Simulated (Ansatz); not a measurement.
C₃H₆AlBr, relaxed with RKS PBE-D4/def2-SVP in the Gaussian-basis code of Ansatz from a rough embedded geometry. The force threshold is 0.03 eV/Å; the program also tests the step.

The species carries charge 0 and has multiplicity 1. The bonds changed during the relaxation, so this is another structure than the one it started from.

Start:

```xyz
11

Br    2.520   -0.704    0.167
C     0.636   -0.954   -0.131
C     0.059    0.161   -0.943
C    -0.908    0.865    0.031
Al   -0.368   -0.469    1.510
H     0.366   -1.956   -0.553
H     0.803    0.946   -1.294
H    -0.515   -0.170   -1.866
H    -0.676    1.840    0.297
H    -1.992    0.690   -0.228
H     0.074   -0.250    3.010
```

How much energy does the relaxation release, and in how many steps? (An estimate is asked.)

Computed: 23.31 kcal/mol, in 13 steps.

Which bonds change most? (Estimate.)

The calculation gave: Br1–Al5 from 3.193 to 2.613 Å; Br1–C2 from 1.924 to 2.095 Å; C4–H9 from 1.037 to 1.109 Å; C4–Al5 from 2.063 to 1.996 Å.

Give the relaxed structure. (Best estimate.)

Computed: 
```xyz
11

Br    2.311   -0.199    0.621
C     0.598   -1.055   -0.229
C    -0.126    0.062   -0.985
C    -0.756    0.992    0.103
Al   -0.160   -0.345    1.460
H     0.977   -1.936   -0.775
H     0.497    0.594   -1.740
H    -0.930   -0.462   -1.554
H    -0.276    1.990    0.160
H    -1.842    1.155   -0.048
H    -0.292   -0.796    2.986
```
